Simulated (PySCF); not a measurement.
InH₂Cl, optimised at PBE0/def2-TZVP:

```xyz
4

In     0.3894    -0.1928    -0.1601
Cl    -0.1580     0.9833    -2.1122
H     -0.2468    -1.7751    -0.1506
H      1.3307     0.7342     0.9182
```

Method: PySCF energies (xtb for GFN2) plus ideal-gas RRHO corrections (1 bar). All species are closed-shell singlets. In: scalar-relativistic def2 core potential, no spin-orbit coupling. InH₂Cl: computed as isolated molecules; such fragments, hydroxides, amides, oligomers or adducts are transient or little studied in the gas.

**Question.** List the harmonic frequencies (cm⁻¹, unscaled) at this level and at the other levels, each on its own geometry.

**Answer.** 
- PBE0/def2-TZVP: 349, 404, 545, 576, 1873, 1883
- GFN2-xTB: 319, 323, 419, 614, 1495, 1573
- PBE/def2-SVP: 345, 401, 520, 566, 1758, 1780
